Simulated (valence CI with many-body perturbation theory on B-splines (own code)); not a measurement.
## W⁴¹⁺: calculated level list

Level of theory: relativistic CI+MBPT: five valence electrons over a frozen Dirac-Fock core [Ar] 3d10, radial functions for each j: 11 s, 11 p, 10 d, 8 f, 5 g, 2 h, with the one-electron correlation potential Σ1, the two-electron term Σ2, the three-electron term Σ3, Breit, model QED; selected CI, second order for the rest, scaled by the run's own slope (own B-spline code, finite nucleus).

No measured spectrum was set against this ion. As an estimate, large intervals hold to a few tenths of a per cent, small ones and those within an open d or f shell to about a per cent. Among the levels kept, up to 2100 cm⁻¹ of a level comes from second order outside the variational space, and about a tenth of that is noise between levels of different J, which matters for small intervals.

Levels 1 to 45 of 179, with energies above the lowest level, (4s^2 4p1/2^2 4p3/2) J=3/2. "Leading %" is the weight of the configuration and term that name the level; weights of strongly mixed levels are sums over their largest components and can fall short. In the jj column 3d3/2^4 stands for four electrons in 3d with j = 3/2.

| No. | Configuration | Term | J | E (cm⁻¹) | Leading % | g | Leading jj | Second component |
| --- | --- | --- | --- | --- | --- | --- | --- | --- |
| 1 | 4s²4p³ | ²P° | 3/2 | 0 | 47 | 1.365 | 4s^2 4p1/2^2 4p3/2 (99 %) | 26 % 4s²4p³ ⁴S° |
| 2 | 4s²4p³ | ⁴S° | 3/2 | 718540 | 54 | 1.455 | 4s^2 4p1/2 4p3/2^2 (99 %) | 44 % 4s²4p³ ²D° |
| 3 | 4s²4p³ | ²D° | 5/2 | 762570 | 99 | 1.195 | 4s^2 4p1/2 4p3/2^2 (99 %) |  |
| 4 | 4s²4p³ | ²P° | 1/2 | 817960 | 99 | 0.659 | 4s^2 4p1/2 4p3/2^2 (99 %) |  |
| 5 | 4s²4p²4d | ²D | 3/2 | 1240600 | 38 | 0.789 | 4s^2 4p1/2^2 4d3/2 (97 %) | 35 % 4s²4p²4d ⁴F |
| 6 | 4s4p⁴ | ⁴P | 5/2 | 1425400 | 23 | 1.310 | 4s^2 4p1/2^2 4d5/2 (66 %) | 20 % 4s²4p²4d ²D |
| 7 | 4s4p⁴ | ⁴P | 5/2 | 1541300 | 48 | 1.373 | 4s 4p1/2^2 4p3/2^2 (64 %) | 17 % 4s4p⁴ ²D |
| 8 | 4s²4p³ | ²P° | 3/2 | 1544400 | 52 | 1.303 | 4s^2 4p3/2^3 (98 %) | 28 % 4s²4p³ ²D° |
| 9 | 4s4p⁴ | ²S | 1/2 | 1630100 | 57 | 2.115 | 4s 4p1/2^2 4p3/2^2 (92 %) | 30 % 4s4p⁴ ⁴P |
| 10 | 4s4p⁴ | ²P | 3/2 | 1647000 | 38 | 1.170 | 4s 4p1/2^2 4p3/2^2 (87 %) | 34 % 4s4p⁴ ²D |
| 11 | 4s²4p²4d | ²F | 5/2 | 1955500 | 46 | 0.962 | 4s^2 4p1/2 4p3/2 4d3/2 (97 %) | 45 % 4s²4p²4d ⁴F |
| 12 | 4s²4p²4d | ⁴F | 3/2 | 1957500 | 36 | 0.915 | 4s^2 4p1/2 4p3/2 4d3/2 (96 %) | 27 % 4s²4p²4d ⁴D |
| 13 | 4s²4p²4d | ⁴D | 1/2 | 1960100 | 79 | 0.208 | 4s^2 4p1/2 4p3/2 4d3/2 (98 %) | 15 % 4s²4p²4d ²P |
| 14 | 4s²4p²4d | ²G | 7/2 | 1999500 | 47 | 1.047 | 4s^2 4p1/2 4p3/2 4d3/2 (95 %) | 27 % 4s²4p²4d ²F |
| 15 | 4s²4p²4d | ²D | 5/2 | 2116000 | 32 | 1.207 | 4s^2 4p1/2 4p3/2 4d3/2 (82 %) | 25 % 4s²4p²4d ⁴P |
| 16 | 4s²4p²4d | ⁴D | 7/2 | 2118000 | 48 | 1.310 | 4s^2 4p1/2 4p3/2 4d5/2 (99 %) | 36 % 4s²4p²4d ⁴F |
| 17 | 4s²4p²4d | ²P | 3/2 | 2125600 | 33 | 1.507 | 4s^2 4p1/2 4p3/2 4d5/2 (65 %) | 31 % 4s²4p²4d ⁴P |
| 18 | 4s²4p²4d | ²D | 3/2 | 2126000 | 38 | 1.142 | 4s^2 4p1/2 4p3/2 4d3/2 (81 %) | 20 % 4s²4p²4d ²P |
| 19 | 4s²4p²4d | ⁴P | 1/2 | 2132800 | 36 | 1.687 | 4s^2 4p1/2 4p3/2 4d3/2 (92 %) | 35 % 4s²4p²4d ²P |
| 20 | 4s²4p²4d | ²D | 5/2 | 2156100 | 32 | 1.171 | 4s^2 4p1/2 4p3/2 4d5/2 (77 %) | 22 % 4s²4p²4d ²F |
| 21 | 4s²4p²4d | ²G | 9/2 | 2166900 | 60 | 1.195 | 4s^2 4p1/2 4p3/2 4d5/2 (99 %) | 39 % 4s²4p²4d ⁴F |
| 22 | 4s²4p²4d | ²F | 7/2 | 2273000 | 52 | 1.111 | 4s^2 4p1/2 4p3/2 4d5/2 (91 %) | 24 % 4s²4p²4d ²G |
| 23 | 4s²4p²4d | ²D | 5/2 | 2275100 | 32 | 1.227 | 4s^2 4p1/2 4p3/2 4d5/2 (84 %) | 27 % 4s²4p²4d ⁴P |
| 24 | 4s²4p²4d | ²D | 3/2 | 2280800 | 47 | 1.030 | 4s^2 4p1/2 4p3/2 4d5/2 (74 %) | 20 % 4s²4p²4d ⁴D |
| 25 | 4s²4p²4d | ²P | 1/2 | 2291000 | 41 | 1.335 | 4s^2 4p1/2 4p3/2 4d5/2 (81 %) | 35 % 4s²4p²4d ²S |
| 26 | 4s4p⁴ | ⁴P | 3/2 | 2329900 | 40 | 1.345 | 4s 4p1/2 4p3/2^3 (52 %) | 24 % 4s²4p²4d ²P |
| 27 | 4s4p⁴ | ²D | 5/2 | 2377900 | 58 | 1.270 | 4s 4p1/2 4p3/2^3 (72 %) | 16 % 4s4p⁴ ⁴P |
| 28 | 4s4p⁴ | ²P | 3/2 | 2457000 | 44 | 1.092 | 4s 4p1/2 4p3/2^3 (83 %) | 35 % 4s4p⁴ ²D |
| 29 | 4s4p⁴ | ²P | 1/2 | 2458200 | 46 | 1.279 | 4s 4p1/2 4p3/2^3 (73 %) | 27 % 4s4p⁴ ⁴P |
| 30 | 4s4p³4d | ⁴D° | 5/2 | 2726700 | 27 | 1.264 | 4s 4p1/2^2 4p3/2 4d3/2 (92 %) | 23 % 4s4p³4d ⁶D° |
| 31 | 4s4p³4d | ⁶D° | 3/2 | 2734900 | 29 | 1.335 | 4s 4p1/2^2 4p3/2 4d3/2 (95 %) | 19 % 4s4p³4d ⁴D° |
| 32 | 4s4p³4d | ⁴P° | 1/2 | 2735400 | 44 | 2.514 | 4s 4p1/2^2 4p3/2 4d3/2 (94 %) | 35 % 4s4p³4d ⁶D° |
| 33 | 4s4p³4d | ⁴F° | 7/2 | 2752000 | 24 | 1.281 | 4s 4p1/2^2 4p3/2 4d3/2 (82 %) | 20 % 4s4p³4d ⁶D° |
| 34 | 4s²4p²4f | ⁴G° | 5/2 | 2795500 | 18 | 0.896 | 4s^2 4p1/2^2 4f5/2 (57 %) | 17 % 4s²4p²4f ²F° |
| 35 | 4s²4p²4d | ²D | 3/2 | 2830900 | 34 | 1.180 | 4s^2 4p3/2^2 4d3/2 (90 %) | 26 % 4s²4p²4d ⁴P |
| 36 | 4s4p³4d | ⁴F° | 3/2 | 2832400 | 26 | 0.986 | 4s 4p1/2^2 4p3/2 4d3/2 (80 %) | 18 % 4s4p³4d ²D° |
| 37 | 4s²4p²4d | ⁴P | 1/2 | 2834500 | 42 | 1.559 | 4s^2 4p3/2^2 4d3/2 (89 %) | 27 % 4s²4p²4d ²P |
| 38 | 4s²4p²4d | ²D | 5/2 | 2837300 | 28 | 1.193 | 4s^2 4p3/2^2 4d3/2 (88 %) | 22 % 4s²4p²4d ⁴D |
| 39 | 4s²4p²4d | ²F | 7/2 | 2854700 | 48 | 1.145 | 4s^2 4p3/2^2 4d3/2 (88 %) | 21 % 4s²4p²4d ⁴F |
| 40 | 4s4p³4d | ⁴F° | 9/2 | 2885400 | 46 | 1.370 | 4s 4p1/2^2 4p3/2 4d5/2 (96 %) | 35 % 4s4p³4d ⁶D° |
| 41 | 4s²4p²4f | ²F° | 7/2 | 2894800 | 22 | 1.205 | 4s^2 4p1/2^2 4f7/2 (74 %) | 15 % 4s²4p²4f ⁴D° |
| 42 | 4s4p³4d | ⁴D° | 1/2 | 2901100 | 50 | 0.551 | 4s 4p1/2^2 4p3/2 4d3/2 (92 %) | 24 % 4s4p³4d ²P° |
| 43 | 4s²4p²4d | ²F | 7/2 | 2901100 | 55 | 1.207 | 4s^2 4p3/2^2 4d5/2 (92 %) | 32 % 4s²4p²4d ⁴D |
| 44 | 4s²4p²4d | ⁴F | 9/2 | 2908700 | 60 | 1.241 | 4s^2 4p3/2^2 4d5/2 (98 %) | 39 % 4s²4p²4d ²G |
| 45 | 4s²4p²4d | ²P | 1/2 | 2913300 | 46 | 1.350 | 4s^2 4p3/2^2 4d5/2 (82 %) | 26 % 4s²4p²4d ²S |

Where two levels of one J and parity lie close, their mixing, g and order are uncertain.

The ionisation energy to 4s²4p² ³P0 of the next ion comes out as 1996.4 eV (NIST: 1994.8 ± 2 eV (semi-empirical)). All 179 levels together are meant to be complete up to 4406300 cm⁻¹.
